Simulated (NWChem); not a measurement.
Species: CH4BeSe; SMILES [SeH][Be][CH3]

```xyz
7

Be     0.0514    -1.1017    -0.0018
C      0.0082    -2.7752     0.0002
H     -0.7224    -3.1743    -0.7257
H     -0.2582    -3.1891     0.9885
H      0.9884    -3.2066    -0.2722
Se     0.1425     0.9407    -0.0047
H     -1.3298     1.0111     0.0057
```
Atoms are numbered in this order, from 1.

All runs: NWChem. Pople sets run with spherical d functions. All runs use the structure optimised with PBE0/def2-SVP. GIAO values for the isolated, static molecule; σ is the absolute isotropic shielding, δ = σ(reference) − σ with the isolated reference molecule computed at the same levels (13C: tetramethylsilane, 1H: tetramethylsilane). Spin-orbit effects, on the heavy nuclei and on their neighbours, are missing.

For level PBE/pcSseg-1:

```
Item         Result
-----------  ------
σ Be1 (ppm)    72.3
δ C2 (ppm)    -11.3
σ Se6 (ppm)  2160.3
```

Question: What are these values for level Hartree-Fock/6-31G*?

Answer: The σ Be1 (ppm) is 90.4. The δ C2 (ppm) is -7.1. The σ Se6 (ppm) is 2374.7.
